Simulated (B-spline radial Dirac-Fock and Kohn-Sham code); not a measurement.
## X-ray emission lines of Br¹⁰⁺

System: bromine as Br¹⁰⁺ in the configuration 1s2 2s2 2p6 3s2 3p6 3d7.

The run's input, task.json:

```json
{"items": [{
  "Z": 35,
  "q": 10,
  "cfg": [[1, 0, 2], [2, 0, 2], [2, 1, 6], [3, 0, 2], [3, 1, 6], [3, 2, 7]],
  "A": 79,
  "rrms": 4.1629,
  "do": ["binding"]
}]}
```

Run with: `python xray_run.py task.json out`

These are calculated numbers from a B-spline atomic structure program; the model is multi-electron Dirac-Fock with separately optimised hole states, Breit and Lamb-shift corrections added in first order. A line energy is the difference of two single-hole energies; the list is a selection of electric-dipole transitions between resolved j subshells. Correlation energy is missing from these numbers.

```tsv
line	energy (eV)	wavelength (Å)
Kβ1	13319.3	0.93086
Kβ3	13311.6	0.93140
Kα1	11924.2	1.0398
Kα2	11877.5	1.0439
Lβ3	1632.1	7.5964
Lβ4	1624.5	7.6321
Lη	1365.5	9.0798
Lℓ	1318.8	9.4016
```
